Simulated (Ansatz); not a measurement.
The same path of BrH + GeH4O (8 atoms, charge 0, multiplicity 1) was run 3 times with different band settings. Lost on the way: Ge1–O2, H6–Br7. Made: Ge1–Br7, O2–H6.

The calculation used RKS B3LYP-D4/def2-SVP in Ansatz 0.2.0.

Relaxed end points:

```xyz
8
Properties=species:S:1:pos:R:3
Ge -0.878 -0.185 -0.683
O -0.043 -0.301 0.927
H -0.041 -1.097 -1.585
H -2.320 -0.701 -0.508
H -0.873 1.281 -1.157
H 1.651 0.156 0.835
Br 2.991 0.659 0.537
H -0.486 0.188 1.634
```

```xyz
8
Properties=species:S:1:pos:R:3
Ge -0.265 -0.238 -1.177
O -0.245 0.179 1.950
H -0.223 -0.463 -2.701
H -0.915 -1.419 -0.454
H -0.896 1.121 -0.849
H 0.646 -0.165 1.788
Br 1.999 -0.150 -0.532
H -0.101 1.135 1.974
```

Common settings: movable images 5; climbing image yes; optimiser quadratic models (default); start path through a guess of the saddle point; force threshold 0.05 eV/Å; iteration limit 60; end points relaxed.

| run | spring |
| --- | --- |
| 1 | 5.0 eV/Å² |
| 2 | 2.0 to 10.0 eV/Å², energy-weighted |
| 3 | 20.0 eV/Å² |

Q: What does each run give, and how far can it be trusted?

A: Run 1: converged after 23 iterations, highest image 0.508 eV above the first end. A vibrational analysis at the climbing image gives one clearly imaginary mode, 128i cm⁻¹: a first-order saddle point.
Run 2: converged after 19 iterations, highest image 0.508 eV above the first end. Another band between the same ends (5 images) ends at a top of the same energy, where a vibrational analysis finds 1 clearly imaginary mode.
Run 3: converged after 21 iterations, highest image 0.508 eV above the first end. Another band between the same ends (5 images) ends at a top of the same energy, where a vibrational analysis finds 1 clearly imaginary mode.
The orbitals stay closed-shell, which can raise the energy where a bond breaks towards radicals; this wasn't checked here.
